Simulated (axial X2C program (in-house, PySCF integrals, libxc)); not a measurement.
**Which molecule has these constants?**

All values come from calculations with an in-house all-electron X2C program for linear molecules (integrals from PySCF), spin-free (one-electron X2C) or two-component (2c: spin–orbit coupling with atomic mean-field Coulomb and Gaunt terms, which also bring small scalar terms), in Dyall basis sets with cores contracted in-house; open shells are unrestricted.

A two-component PBE0 calculation in a Dyall 3-zeta basis gave Re = 2.453 Å, ωe = 397.1 cm⁻¹, De = 1.74 eV, Ω = 1.

Problem. Which molecule is it?
A. CrB⁻
B. GeB⁻
C. KB⁻
D. CaB⁻
E. BBr⁻

Solution. D. The others have KB⁻ 3.015 Å and 211.9 cm⁻¹ (Ω = 1/2); CrB⁻ 2.104 Å and 405.7 cm⁻¹ (Ω = 3); BBr⁻ 2.078 Å and 416.8 cm⁻¹ (Ω = 1/2); GeB⁻ 1.917 Å and 700.4 cm⁻¹ (Ω = 2).

Each entry is the lowest single determinant of a limited PBE0 search at one distance. De goes to single-determinant-based atoms at the same level (for ions the charge split of lowest energy) and is withheld (n/a) where an atom does not fit its ground term or J level. Main or longest-lived isotopes. One determinant is a doubtful description, or other states lie close, for CaB⁻, KB⁻, CrB⁻, GeB⁻; these need not be ground states, and all values refer to the states named. Some open-shell Ω = 0 determinants are out of reach, so the Ω given for CaB⁻, CrB⁻, GeB⁻ need not be the lowest component. With several unpaired electrons the Ω given is that of one determinant, not necessarily of the lowest component. Some light 2c atoms are not at their ground J level, so De misses part of their lowering (0.04 eV or less). The functionals have no current term, which raises determinants with orbital currents.
